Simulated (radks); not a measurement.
Coulomb parameter of the 4f shell of the thulium ion Tm2+ in the model configuration [Xe] 4f12 5d1, as a second difference U = [E(n + 0.5) + E(n - 0.5) - 2 E(n)] / (0.5)^2 with all orbitals relaxed. "Bare": the charge of the atom changes with n. "Screened": the 5d shell takes up the change at fixed total charge, which measures U(4f,4f) + U(5d,5d) - 2 U(4f,5d). Method: scalar-relativistic Kohn-Sham, BLYP, spin-unpolarised, spherical densities, finite nucleus; Fermi nuclear charge, rms radius 5.2256 fm; computed with a radial shooting solver on a logarithmic mesh with Libxc functionals.

| case | configuration | E - E(n) (eV) |
|---|---|---|
| start | [Xe] 4f12 5d1 | 0.000 |
| bare +0.5 | [Xe] 4f12.5 5d1 | -9.820 |
| bare -0.5 | [Xe] 4f11.5 5d1 | 14.239 |
| screened +0.5 | [Xe] 4f12.5 5d0.5 | -3.741 |
| screened -0.5 | [Xe] 4f11.5 5d1.5 | 5.060 |

U(bare) = 17.676 eV, U(screened by 5d) = 5.278 eV, against the Slater integral F0(4f,4f) = 33.781 eV with frozen orbitals.
